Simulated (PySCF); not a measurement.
# Working out the ionisation energy of C⁺

C⁺ [He] 2s2 2p1 (2P) → C²⁺ [He] 2s2 (1S). Computed with PySCF 2.14 in ANO-RCC-VTZP (4s3p2d1f, 30 functions), with scalar relativity by spin-free X2C-1e. Frozen: nothing. Energies in hartree (1 hartree = 27.21139 eV):

```tsv
part	C⁺ (lower)	C²⁺ (upper)
UHF	-37.311598	-36.423210
CCSD correlation	-0.081133	-0.078352
(T)	-0.001344	-0.000255
```

What does Hartree-Fock give?

(-36.423210) − (-37.311598) = 0.888388 hartree = 24.174 eV.

What do CCSD and CCSD(T) give?

The CCSD correlation energies differ by 0.002781 hartree = 0.076 eV and the triples by 0.001089 hartree = 0.030 eV, so CCSD gives 24.250 eV and CCSD(T) 24.280 eV.

Measured between the centres of the two terms (NIST): 24.378 eV, so CCSD(T) (valence and next inner shell) is off by -0.098 eV.

The coupled-cluster amplitudes are large, so a single reference is strained.

What remains against the reference includes basis incompleteness and higher excitations.
